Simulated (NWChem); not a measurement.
System: TiCl₂F₂; SMILES [F][Ti]([F])([Cl])[Cl]

```xyz
5

Ti     0.0000     0.0000     0.3115
F      0.0000     1.3977     1.3177
F      0.0000    -1.3977     1.3177
Cl    -1.7942     0.0000    -0.9489
Cl     1.7942     0.0000    -0.9489
```
Atoms are numbered in this order, from 1.

Results from NWChem. Pople sets run with spherical d functions. Coordinates come from a B3LYP/6-31G* (spherical d) optimisation. Vzz is the largest principal value of the second derivative of the potential at the nucleus (NWChem prints the opposite sign); η is the asymmetry. Non-relativistic.

Question: Estimate the computed values for PBE/6-31G*. Quantities: Vzz Ti1 (a.u.); η Ti1; Vzz Cl5 (a.u.); η Cl5.

Answer: 
```
Quantity        Value
--------------  -----
Vzz Ti1 (a.u.)  0.178
η Ti1            0.41
Vzz Cl5 (a.u.)  0.713
η Cl5            0.24
```
